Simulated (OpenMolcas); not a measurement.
Ag2+: moving the ligands

Ag2+ with 2 ligands (water) in linear coordination (D2h) at 2.04 Å. Ligand basis ANO-RCC-VDZP.

* Program: OpenMolcas 26.06
* Method: CASSCF
* Basis: ANO-RCC-VDZP [6s5p3d1f]
* Scalar Hamiltonian: DKH2, point nucleus
* Active space: 9 electrons in 5 orbitals (4d)
* State averaging: 2S+1 = 2 even, 5 roots
* Spin-orbit coupling: RASSI with atomic mean-field integrals over the reference wave functions

Runs around this geometry, states. Energies in cm-1 above the lowest state or level, χT in cm3 K/mol.

```json
{"R (Å)": "2", "Ground state": "2S+1 = 2", "First state of that spin": "8069", "First gap with spin-orbit (degeneracies)": "8100 (2, 2)", "χT at 300 K": "0.584"}
{"R (Å)": "2.04", "Ground state": "2S+1 = 2", "First state of that spin": "7595", "First gap with spin-orbit (degeneracies)": "7600 (2, 2)", "χT at 300 K": "0.602"}
{"R (Å)": "2.17", "Ground state": "2S+1 = 2", "First state of that spin": "6089", "First gap with spin-orbit (degeneracies)": "6004 (2, 2)", "χT at 300 K": "0.670"}
```

Ligand-to-metal charge-transfer states are missing. The least metal-like active orbital is 83 % on the metal (Löwdin) and no ligand orbital is active, so the numbers are rough (holds for R = 2). The least metal-like active orbital is 84 % on the metal (Löwdin) and no ligand orbital is active, so the numbers are rough (holds for R = 2.04). No measured value stands beside these numbers; the geometry was imposed, not optimised, and the real ion may take another.

A state without a sure symmetry label is named by its multiplicity alone.
